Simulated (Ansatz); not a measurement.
Geometry optimisation, UKS PBE0-D4/def2-SVP (Ansatz 0.2.0).

Input file:

```yaml
crystal:
  periodic: [false, false, false]
  atoms:
    - { symbol: "N", position_ang: [0.3897, 1.4298, 1.0881] }
    - { symbol: Si, position_ang: [0.1994, 0.0404, 0.0115] }
    - { symbol: S, position_ang: [1.9933, -0.6375, -0.9058] }
    - { symbol: B, position_ang: [-1.5291, -0.6243, -0.5076] }
    - { symbol: O, position_ang: [-0.8643, 0.3989, -1.2415] }
    - { symbol: H, position_ang: [1.1012, 1.2822, 1.7601] }
    - { symbol: H, position_ang: [-0.5205, 1.5345, 1.6262] }
    - { symbol: H, position_ang: [1.4524, -1.7994, -1.367] }
    - { symbol: H, position_ang: [-1.32404, 0.63816, -2.085] }
magnetization:
  spin_polarized: true
basis:
  gaussian: { orbitals: def2-SVP }
hamiltonian:
  xc: pbe0
  dispersion: d4
relax:
  f_tol: 0.02
  max_steps: 50
```

Launched with:

```bash
$ ansatz run input.yaml --threads 2 --pin off --max-ram 3072MiB --backend cpu --events-out ev --progress --plain --runs-dir out
```

**Question.** Where does it end, and by what steps?

**Answer.** The run converged. After 38 steps the energy has fallen by 2.748 eV; H7 moved furthest, 1.44 Å. Parted: Si2–O5.

```csv
step,energy less start (eV),largest force component (eV/Å),accepted
0,0.0000,4.150,yes
2,-0.7592,1.621,yes
4,-1.0149,0.860,yes
6,-1.1708,1.128,yes
8,-1.6125,0.739,yes
10,-1.3982,2.948,no
12,-1.7775,0.711,yes
14,-1.8290,0.549,yes
16,-1.8571,0.301,yes
18,-1.8973,1.236,yes
20,-2.0921,1.963,yes
22,-2.4345,1.063,yes
24,-2.6158,0.467,yes
26,-2.6771,0.661,yes
28,-2.6750,0.669,no
30,-2.7360,0.077,yes
32,-2.7436,0.280,yes
34,-2.7470,0.093,yes
36,-2.7475,0.041,yes
38,-2.7476,0.007,yes
```

```xyz
9
Properties=species:S:1:pos:R:3
N 0.321 1.033 1.480
Si 0.129 -0.232 0.299
S 1.905 -0.622 -0.924
B -0.994 0.321 -1.153
O -1.994 0.208 -1.982
H 0.945 1.815 1.312
H 0.365 0.749 2.453
H 2.224 -1.810 -0.362
H -2.004 0.801 -2.744
```

Whether the end is a true minimum wasn't checked by a vibrational analysis.

Run time: 2.4 min on 2 threads of AMD EPYC 9R14 (Zen 4), on a shared host, peak memory 0.33 GiB.
